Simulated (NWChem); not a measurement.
Molecule: C2H5ClSi; SMILES C([SiH3])(Cl)=C

```xyz
9

C      1.7961     0.2291     0.0000
C      0.4689     0.0825     0.0000
Si    -0.4609    -1.5540     0.0000
Cl    -0.5729     1.4865     0.0000
H      2.4411    -0.6540     0.0000
H      2.2731     1.2138     0.0000
H     -1.3235    -1.6384    -1.2143
H      0.5350    -2.6667     0.0000
H     -1.3235    -1.6384     1.2143
```
Atoms are numbered in this order, from 1.

Geometry: optimised at PBE0/def2-SVP.

Symmetry labels are those of Cs in the frame above (b1 and b2, or b-type labels, depend on it).

Question: List the 4 lowest vertical singlet excitations from PBE0/def2-SVPD, TDA (NWChem).

Answer: 
```json
[
 {"state": "S1", "energy (eV)": "6.30", "oscillator strength": "0.000", "symmetry": "a\"", "leading excitation (squared amplitude)": "HOMO−1 → LUMO (0.98)"},
 {"state": "S2", "energy (eV)": "6.57", "oscillator strength": "0.000", "symmetry": "a\"", "leading excitation (squared amplitude)": "HOMO → LUMO+1 (0.86)"},
 {"state": "S3", "energy (eV)": "6.63", "oscillator strength": "0.256", "symmetry": "a'", "leading excitation (squared amplitude)": "HOMO → LUMO (0.84)"},
 {"state": "S4", "energy (eV)": "6.96", "oscillator strength": "0.000", "symmetry": "a\"", "leading excitation (squared amplitude)": "HOMO → LUMO+2 (0.86)"}
]
```
